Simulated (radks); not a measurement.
Q: The hafnium ion Hf11+, 61 electrons, occupied as [Kr] 4d10 4f12 5s2 5p1 (the NIST ground configuration). Method: scalar-relativistic Kohn-Sham, r2SCAN, spin-polarised, spherical densities, finite nucleus; open shells are filled with parallel spins first (spin-orbit coupling, left out, can overturn this in heavy ions); meta-GGA in the generalised Kohn-Sham scheme; Fermi nuclear charge, rms radius 5.347 fm; computed with a radial shooting solver on a logarithmic mesh with Libxc functionals. Some entries of the table are withheld. Estimate them.

| orbital | occ. | eigenvalue (eV) | r(max) (bohr) |
|---|---|---|---|
| 1s up | 1 | -65564.37 | 0.01190 |
| 1s down | 1 | -65564.16 | 0.01190 |
| 2s up | 1 | -11410.21 | 0.06804 |
| 2s down | 1 | -11410.15 | 0.06804 |
| 2p up | 3 | -10042.24 | 0.05567 |
| 2p down | 3 | -10042.10 | 0.05567 |
| 3s up | 1 | -2769.588 | 0.1919 |
| 3s down | 1 | -2767.958 | 0.1919 |
| 3p up | 3 | -2358.872 | 0.1896 |
| 3p down | 3 | -2357.204 | 0.1896 |
| 3d up | 5 | -1871.804 | 0.1548 |
| 3d down | 5 | -1870.497 | 0.1547 |
| 4s up | 1 | -726.6092 | 0.4369 |
| 4s down | 1 | -723.4646 | 0.4370 |
| 4p up | 3 | -590.5981 | 0.4572 |
| 4p down | 3 | -587.5246 | 0.4573 |
| 4d up | 5 | -413.7396 | 0.4692 |
| 4d down | 5 | -410.6306 | 0.4693 |
| 5s up | 1 | -248.0911 | 0.9625 |
| 5s down | 1 | -244.1969 | 0.9627 |
| 4f up | 7 | (1) | 0.4456 |
| 4f down | 5 | (2) | 0.4461 |
| 5p up | 1 | -208.0568 | (3) |
| 5p down | 0 | -204.4368 | (4) |

A: 
(1) 4f up eigenvalue (eV): -216.6821
(2) 4f down eigenvalue (eV): -213.3994
(3) 5p up r(max) (bohr): 1.054
(4) 5p down r(max) (bohr): 1.056
